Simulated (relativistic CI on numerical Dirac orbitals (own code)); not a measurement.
# Hg¹⁷⁺: what numerical and physical settings do to a radial Dirac CI calculation

Reference input:

```
atom Hg  Z=80  charge=17  electrons=63
nucleus A=202  rms_radius_fm=5.4648
hamiltonian dirac-coulomb  breit=on  qed=on  c_scale=1
orbitals kli  potential=per-configuration
slater_scale 1
correlation none
mixing on
grid step=0.0125 r_max=11.2
scf mixing=0.4 start=green max_iterations=150 tolerance=2e-08 node_fill=0.05
configurations
  [Kr] 4d10 4f14 5s2 5p
  [Kr] 4d10 4f14 5s 5p2
end
```

Computed lowest total energy -19510.07101 Ha, first excitation 202522.9 cm⁻¹, 24 SCF steps. Runs with settings changed; * marks those that are bad on purpose (the QED terms keep the true α when c is scaled):

```csv
Changed,Outcome,Lowest level,ΔE (Ha),First excitation (cm⁻¹),SCF steps,Message
node fill of the KLI weights 0.01,converged,5s2 5p 2P°_1/2,0.00867,202323.8,24,
iteration limit 20,converged,5s2 5p 2P°_1/2,0,202522.9,24,
nuclear radius 7.1042 fm,converged,5s2 5p 2P°_1/2,2.45,202486.7,24,
SCF mixing 0.7,converged,5s2 5p 2P°_1/2,-4.73e-11,202522.9,21,
speed of light × 0.4 *,not converged,,,,1,SCF of 1s2 2s2 2p6 3s2 3p6 3d10 4s2 4p6 4d10 4f14 5s2 5p stopped: an orbital could not be found
charge 19 *,refused,,,,0,"configuration [Kr] 4d10 4f14 5s2 5p has 63 electrons, the ion has 61"
```
